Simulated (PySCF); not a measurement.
**Spinor energies of V⁺ (vanadium, charge +1)**

Start: [Ar] 3d3 4p1; 3d5/2 filled at m_j = +1/2, +3/2, +5/2; 4p3/2 filled at m_j = +3/2. Calculated with PySCF 2.14 in x2c-SVPall-2c with one added diffuse shell each of s, d type (6s5p4d1f, 48 functions): generalised Hartree-Fock with the X2C-1e Hamiltonian and a Gaussian nucleus; one run each with spin-orbit coupling (SO) switched off, then screened by Boettger's factors. This is a chosen level, not necessarily the ground level.

| spinor shell | electrons | ε, spin-free (eV) | ε, screened SO (eV) | weight of nominal j (screened SO) | rms radius, screened SO (bohr) |
| --- | --- | --- | --- | --- | --- |
| 1s1/2 | 2 | -5526.9 | -5526.9 | 1.000 | 0.0768 |
| 2s1/2 | 2 | -665.19 | -665.19 | 1.000 | 0.333 |
| 2p1/2 | 2 | -554.10 | -558.84 | 0.993 | 0.301 |
| 2p3/2 | 4 | -554.10 | -551.77 | 0.996 | 0.304 |
| 3s1/2 | 2 | -95.696 | -95.703 | 1.000 | 1.02 |
| 3p3/2 | 4 | -63.224 | -63.807 | 0.836 | 1.11 |
| 3p1/2 | 2 | -63.224 | -62.082 | 0.672 | 1.11 |
| 3d5/2 | 3 | -21.843 | -21.834 | 0.793 | 1.49 |
| 4p3/2 | 1 | -9.595 | -9.573 | 1.000 | 3.46 |

| quantity | spin-free | screened SO |
| --- | --- | --- |
| E (hartree) | -947.64219 | -947.64583 |
| M_J | 6 | 6 |
| ⟨J²⟩ | 42.004 | 42.004 |
| ⟨L²⟩ | 20.004 | 20.008 |
| ⟨S²⟩ | 6.000 | 5.999 |

Each row is a mean over spinors that exchange with the open shell spreads, by up to 10.093 eV (3p3/2).

Rows whose weight is well below 1 are mixtures of j = l ± 1/2: exchange outweighs spin-orbit coupling there, and the label is only the starting occupation.

Without spin-orbit coupling the j labels of p, d and f shells carry no meaning; the spin-free column gives the mean over the occupied spinors of each nl shell.
